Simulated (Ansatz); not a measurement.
Ansatz (a quantum-chemistry and plane-wave program) input (B3LYP/def2-TZVPD):

Ansatz 0.2 input:
```yaml
crystal:
  periodic: [false, false, false]
  atoms:
    - {symbol: Sb, position_ang: [-0.15246409, -0.12031107, 0.27598965]}
    - {symbol: F, position_ang: [-0.42184238, 1.47488843, -0.75930278]}
    - {symbol: F, position_ang: [1.28580557, -0.79312570, -0.80463857]}
basis:
  gaussian:
    orbitals: def2-TZVPD
hamiltonian:
  xc: {name: B3LYP}
total_charge: -1
```

Output:

```
Functional definition: B3LYP
integrals: 0.05 GiB planned
877 factors; their error is unknown
mean field: 0.47 GiB planned
mean field evaluation 1: about -11976.9698 eV, gradient 3.0e1 eV
mean field evaluation 2: about -11974.7136 eV, gradient 5.1e1 eV
mean field evaluation 4: about -11978.4731 eV, gradient 1.7e0 eV
mean field evaluation 8: about -11978.4772 eV, gradient 6.3e-2 eV
mean field evaluation 16: about -11978.6224 eV, gradient 4.7e-5 eV
mean field -11978.62237286 eV, -440.2062528006 hartree, gradient 2.2e-5 eV, S^2 0.000000; 0 other end points of the search recorded, 0 dependent functions left out
reference -11978.62257608 eV, -440.2062602689 hartree; 21, 21 occupied and 115, 115 virtual orbitals, 877 factors
Total energy: -11978.62257608 eV, -440.2062602689 hartree
```

This state (charge -1, singlet) is run at the relaxed geometry of the species with charge 0 and multiplicity 2.
